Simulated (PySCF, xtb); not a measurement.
C2H7NSi2, SMILES [SiH3][C@H]1N=C[SiH2]1.

GFN2-xTB (xtb) at its own geometry gives an orbital gap of 2.65 eV and a dipole moment of 2.57 D.

Geometry: B3LYP-D3(BJ)/def2-SVP. The structure was generated by enumeration; whether it is a known compound was not checked.

Problem. What does HF/def2-TZVP (PySCF) give? (The exact figures need the calculation; the answer reports its results.)

Solution. gap 12.86 eV (levels -10.30 and 2.55 eV), dipole 2.10 D.
